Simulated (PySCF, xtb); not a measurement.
(3Z)-hexa-1,3-dien-5-yne (C6H6), SMILES C(/C=C\C#C)=C.

GFN2-xTB (xtb) at its own geometry gives an orbital gap of 3.09 eV and a dipole moment of 0.23 D.

The structure is a stationary point at B3LYP-D3(BJ)/def2-SVP. The values are those of a single conformer.

Question: What does B3LYP/def2-TZVP in PySCF give? (The exact figures need the calculation; the answer reports its results.)

Answer: gap 4.57 eV (levels -6.36 and -1.79 eV), dipole 0.56 D.
